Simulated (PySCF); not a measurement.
C7H6BF3, SMILES c1c(C(F)(F)F)c(ccc1)B, singlet, GFN2-xTB optimised geometry.

```
17

B     -1.53    -1.87     0.00
C     -0.76    -0.51     0.00
C     -1.39     0.74     0.00
C     -0.65     1.91     0.00
C      0.73     1.88     0.00
C      1.39     0.66     0.00
C      0.63    -0.51     0.00
C      1.33    -1.83     0.00
F      0.44    -2.86     0.00
F      2.12    -2.02    -1.07
F      2.11    -2.03     1.07
H     -1.89    -2.33     1.01
H     -1.89    -2.32    -1.02
H     -2.46     0.78     0.00
H     -1.16     2.86     0.00
H      1.30     2.79     0.00
H      2.46     0.60     0.00
```

Density from PBE0/def2-SVP (PySCF) at that geometry.

Minimum of the electron density along straight lines between bonded atoms, close to the bond critical point (lines longer than 1.1 times the sum of covalent radii, or with two minima, are not listed):

| bond | length / Å | ρ at the minimum / e bohr⁻³ | ∇²ρ there / e bohr⁻⁵ | position (fraction from the first atom) |
|---|---|---|---|---|
| B1–C2 | 1.564 | 0.184 | -0.13 | 0.32 |
| C2–C3 | 1.395 | 0.303 | -0.75 | 0.50 |
| C3–C4 | 1.383 | 0.313 | -0.80 | 0.50 |
| C4–C5 | 1.387 | 0.311 | -0.80 | 0.50 |
| C5–C6 | 1.382 | 0.313 | -0.80 | 0.50 |
| C2–C7 | 1.396 | 0.301 | -0.73 | 0.49 |
| C6–C7 | 1.388 | 0.308 | -0.77 | 0.50 |
| C7–C8 | 1.496 | 0.273 | -0.71 | 0.46 |
| C8–F9 | 1.354 | 0.262 | -0.18 | 0.34 |
| C8–F10 | 1.345 | 0.275 | -0.27 | 0.34 |
| C8–F11 | 1.345 | 0.275 | -0.27 | 0.34 |
| B1–H12 | 1.168 | 0.184 | -0.17 | 0.43 |
| B1–H13 | 1.168 | 0.184 | -0.17 | 0.43 |
| C3–H14 | 1.080 | 0.284 | -1.08 | 0.63 |
| C4–H15 | 1.080 | 0.284 | -1.09 | 0.63 |
| C5–H16 | 1.079 | 0.284 | -1.09 | 0.63 |
| C6–H17 | 1.080 | 0.285 | -1.10 | 0.64 |
